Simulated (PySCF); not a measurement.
A structure optimised at ωB97X-D3(BJ)/def2-SVP, used in a PySCF frequency run:

```
Ge
I 1 2.4736
I 1 2.4736 2 109.47
I 1 2.4736 2 109.47 3 120.00
I 1 2.4736 2 109.47 3 -120.00
```

Task: Write its SMILES, formula and point group.

Result: [I][Ge]([I])([I])[I], GeI₄, Td

Task: What are its rotational constants (standard atomic weights)?

Result: 0.24407, 0.24407, 0.24407 GHz
